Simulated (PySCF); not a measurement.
Ionisation energy along the 20-electron series

Calculated with PySCF 2.14 and a two-component X2C-1e Hamiltonian (Gaussian nucleus, no Breit or QED terms), each ion in its own even-tempered basis scaled to its charge; GMP2 freezes [Ne] and drops the highest virtual spinors. Values in eV. NIST values: (m) measured, (s) semi-empirical, (t) theoretical.

```
  ion  configuration  GHF (spin-free)  GMP2 (spin-free)  GHF (screened spin-orbit)  GMP2 (screened spin-orbit)          NIST
Te³²⁺       [Ar] 3d2           1974.2            1973.9                     1979.9                      1979.7  1979 ± 4 (t)
 I³³⁺       [Ar] 3d2           2086.8            2086.5                     2093.2                      2093.0  2093 ± 5 (t)
Xe³⁴⁺       [Ar] 3d2           2202.5            2202.1                     2209.6                      2209.4  2209 ± 5 (t)
```

Between Z = 52 and Z = 54 the GMP2 (screened spin-orbit) value grows as Z to the power 2.91.
